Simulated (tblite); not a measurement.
Compound: C₅H₁₁BS.
SMILES with atom numbers: `[CH3:1]/[CH:2]=[C:3](/[CH3:4])[BH:5][S:6][CH3:7]` (hydrogens: H8, H9, H10 on C1; H11 on C2; H12, H13, H14 on C4; H15 on B5; H16, H17, H18 on C7)

Computed with GFN2-xTB (tblite), gas phase: L-BFGS steps from a force-field or distance-geometry start until the largest atomic force falls under 0.01 eV/Å.

Step 45: E = -565.4247 eV
```
atom  x, y, z in Å  |  force x, y, z in eV/Å
C1     -2.4002   -1.0488    0.3374    0.012   0.055  -0.021
C2     -1.9194    0.3123   -0.0442   -0.032   0.020   0.017
C3     -0.6788    0.6308   -0.4478   -0.026  -0.002  -0.005
C4     -0.4785    2.0372   -0.9536   -0.022   0.057   0.036
B5      0.5472   -0.3107   -0.3160   -0.124   0.039   0.143
S6      2.0922    0.1620   -1.0327    0.124  -0.045  -0.005
C7      3.2855   -0.9912   -0.2527   -0.069   0.039  -0.008
H8     -2.4969   -1.6457   -0.5725   -0.049  -0.061   0.124
H9     -3.3738   -0.9928    0.8217    0.094  -0.050   0.002
H10    -1.6893   -1.5488    0.9934   -0.088  -0.002  -0.045
H11    -2.6783    1.0942   -0.0352    0.024  -0.179  -0.101
H12     0.3709    2.5130   -0.4704    0.033   0.022   0.002
H13    -0.2984    2.0478   -2.0270    0.106  -0.133  -0.020
H14    -1.3754    2.6215   -0.7690    0.001   0.175   0.033
H15     0.5225   -1.2732    0.3589    0.044   0.060  -0.105
H16     3.4593   -0.6494    0.7624    0.032  -0.022   0.033
H17     2.8920   -2.0015   -0.2451   -0.036   0.004  -0.044
H18     4.2105   -0.9502   -0.8176   -0.024   0.019  -0.035
```

Step 46: E = -565.4307 eV
```
atom  x, y, z in Å  |  force x, y, z in eV/Å
C1     -2.3988   -1.0481    0.3371    0.003   0.042  -0.019
C2     -1.9213    0.3111   -0.0464    0.007   0.046  -0.009
C3     -0.6786    0.6341   -0.4386   -0.011   0.028  -0.013
C4     -0.4816    2.0375   -0.9519    0.000   0.087   0.034
B5      0.5489   -0.3007   -0.3021   -0.045   0.014   0.118
S6      2.0984    0.1686   -1.0167    0.059  -0.027  -0.008
C7      3.2899   -0.9990   -0.2537   -0.054   0.117  -0.019
H8     -2.4966   -1.6428   -0.5727   -0.043  -0.100   0.094
H9     -3.3709   -0.9954    0.8211    0.044  -0.036   0.030
H10    -1.6869   -1.5446    0.9927   -0.060  -0.033  -0.030
H11    -2.6820    1.0885   -0.0576   -0.026  -0.143  -0.078
H12     0.3662    2.5219   -0.4730    0.034  -0.009  -0.014
H13    -0.3030    2.0365   -2.0260    0.099  -0.101  -0.002
H14    -1.3780    2.6222   -0.7674   -0.017   0.174   0.008
H15     0.5234   -1.2659    0.3658    0.045   0.024  -0.072
H16     3.4677   -0.6620    0.7643    0.058  -0.062  -0.036
H17     2.8851   -2.0048   -0.2522    0.007   0.005  -0.047
H18     4.2094   -0.9505   -0.8326   -0.098  -0.026   0.062
```

Step 47: E = -565.4375 eV
```
atom  x, y, z in Å  |  force x, y, z in eV/Å
C1     -2.3975   -1.0449    0.3358    0.003  -0.007  -0.011
C2     -1.9248    0.3113   -0.0514    0.031   0.051  -0.040
C3     -0.6783    0.6406   -0.4233    0.024   0.082   0.004
C4     -0.4900    2.0402   -0.9500    0.016   0.088  -0.001
B5      0.5537   -0.2834   -0.2700    0.051   0.032   0.040
S6      2.1089    0.1847   -0.9830   -0.022  -0.009  -0.005
C7      3.2975   -1.0101   -0.2580   -0.111   0.087   0.010
H8     -2.4947   -1.6388   -0.5725   -0.050  -0.144   0.038
H9     -3.3680   -0.9996    0.8198   -0.013  -0.010   0.061
H10    -1.6833   -1.5375    0.9884   -0.020  -0.067   0.009
H11    -2.6916    1.0784   -0.0984   -0.074  -0.092  -0.051
H12     0.3563    2.5375   -0.4817    0.042  -0.030  -0.013
H13    -0.3134    2.0198   -2.0257    0.074  -0.051   0.040
H14    -1.3888    2.6226   -0.7658    0.002   0.157  -0.035
H15     0.5313   -1.2525    0.3869    0.029  -0.028  -0.020
H16     3.4914   -0.6922    0.7652    0.059  -0.103  -0.097
H17     2.8748   -2.0117   -0.2737    0.075   0.088  -0.027
H18     4.2077   -0.9580   -0.8525   -0.116  -0.045   0.097
```

Step 48: E = -565.4431 eV
```
atom  x, y, z in Å  |  force x, y, z in eV/Å
C1     -2.3961   -1.0424    0.3344    0.008  -0.056  -0.005
C2     -1.9263    0.3118   -0.0562    0.043   0.037  -0.067
C3     -0.6765    0.6478   -0.4105    0.000   0.123   0.033
C4     -0.4965    2.0447   -0.9482    0.029   0.085  -0.015
B5      0.5572   -0.2698   -0.2430    0.118   0.057  -0.019
S6      2.1162    0.1978   -0.9536   -0.086   0.019  -0.008
C7      3.2996   -1.0178   -0.2615   -0.040   0.095   0.018
H8     -2.4932   -1.6387   -0.5710   -0.058  -0.158  -0.005
H9     -3.3653   -1.0025    0.8195   -0.042   0.014   0.076
H10    -1.6803   -1.5331    0.9843    0.014  -0.085   0.047
H11    -2.7003    1.0670   -0.1339   -0.095  -0.044  -0.033
H12     0.3496    2.5528   -0.4899    0.030  -0.053  -0.013
H13    -0.3209    2.0062   -2.0244    0.051  -0.002   0.060
H14    -1.3982    2.6259   -0.7653    0.048   0.121  -0.070
H15     0.5364   -1.2427    0.4038    0.015  -0.068   0.020
H16     3.5135   -0.7201    0.7646    0.045  -0.101  -0.120
H17     2.8706   -2.0151   -0.2892    0.045   0.056  -0.017
H18     4.2016   -0.9653   -0.8699   -0.123  -0.039   0.121
```

**Question.** Estimate the geometry and energy of step 49. (The exact step hangs on the optimiser's Hessian estimate; all steps are aligned on step 48, rigid shifts and turns removed.)

**Answer.** E = -565.4501 eV, largest force 0.165 eV/Å
```
atom  x, y, z in Å  |  force x, y, z in eV/Å
C1     -2.3949   -1.0403    0.3334    0.012  -0.102   0.004
C2     -1.9273    0.3121   -0.0636    0.024  -0.024  -0.080
C3     -0.6741    0.6568   -0.3956    0.001   0.127   0.079
C4     -0.5025    2.0504   -0.9459    0.037   0.044  -0.033
B5      0.5637   -0.2547   -0.2122    0.118   0.079  -0.055
S6      2.1238    0.2165   -0.9203   -0.129   0.051  -0.006
C7      3.2993   -1.0225   -0.2657   -0.029   0.014   0.030
H8     -2.4946   -1.6415   -0.5683   -0.060  -0.152  -0.026
H9     -3.3628   -1.0038    0.8215   -0.045   0.039   0.074
H10    -1.6775   -1.5289    0.9818    0.037  -0.091   0.068
H11    -2.7106    1.0511   -0.1771   -0.103   0.013  -0.019
H12     0.3431    2.5672   -0.4985    0.048  -0.050   0.000
H13    -0.3266    1.9884   -2.0213    0.025   0.064   0.062
H14    -1.4057    2.6330   -0.7662    0.087   0.073  -0.105
H15     0.5466   -1.2360    0.4220   -0.008  -0.055   0.029
H16     3.5383   -0.7529    0.7619    0.013  -0.079  -0.098
H17     2.8618   -2.0158   -0.3106    0.025   0.065   0.006
H18     4.1913   -0.9726   -0.8852   -0.053  -0.015   0.070
```

The energy changes by -0.0070 eV. The first-order estimate −F·Δx gives -0.0095 eV and the mean of the old and new forces, exact on a quadratic surface, -0.0070 eV. The step makes an angle of 78° with the force vector and moves no atom by more than 0.047 Å.

What follows is the cost of the whole relaxation. Hardware: one thread of an Arm Neoverse N1, no GPU (shared host). Cost: 1.2 s of wall time.
